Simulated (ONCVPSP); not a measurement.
**Reading a pseudo-wave (beryllium (Be))**

Columns: radius, all-electron u(r) and pseudo u(r) of the 1s shell (level -117.79 eV) of beryllium in the configuration 1s2 2s1; PBE, scalar-relativistic, ONCV scheme, ONCVPSP 4.0.1.

```
r (bohr)  all-electron  pseudo
   0.042        0.5219  0.3390
   0.085        0.8903  0.6633
   0.128        1.1323  0.9446
   0.170        1.2777  1.1638
   0.212        1.3562  1.3205
   0.255        1.3858  1.4155
   0.298        1.3782  1.4502
   0.340        1.3456  1.4358
   0.382        1.2954  1.3851
   0.425        1.2321  1.3088
   0.467        1.1632  1.2214
   0.510        1.0888  1.1279
   0.552        1.0148  1.0382
   0.595        0.9396  0.9515
   0.638        0.8664  0.8713
   0.680        0.7975  0.7990
   0.722        0.7320  0.7322
   0.765        0.6687  0.6686
   0.807        0.6107  0.6106
   0.850        0.5553  0.5553
   0.892        0.5052  0.5051
   0.935        0.4577  0.4577
   0.977        0.4150  0.4150
   1.020        0.3749  0.3748
   1.062        0.3389  0.3389
   1.105        0.3053  0.3053
```

Question: How many radial nodes do the two functions have?

Answer: The all-electron 1s function has n − l − 1 = 0; the pseudo-wave has 0.

Question: At about which radius was the pseudo-wave matched?

Answer: 0.80 bohr. The columns agree to 0.0005 from 0.72 bohr on; several derivatives are matched, so the curves merge somewhat inside the radius.

Question: Where does each function peak?

Answer: Outermost all-electron maximum near 0.26 bohr, pseudo maximum near 0.30 bohr (to the table’s step).

Question: Is the pseudo-wave norm-conserving?

Answer: Yes: the ONCV scheme keeps the norm inside the radius equal to the all-electron one, which fixes the energy derivative of the logarithmic derivative at the level.
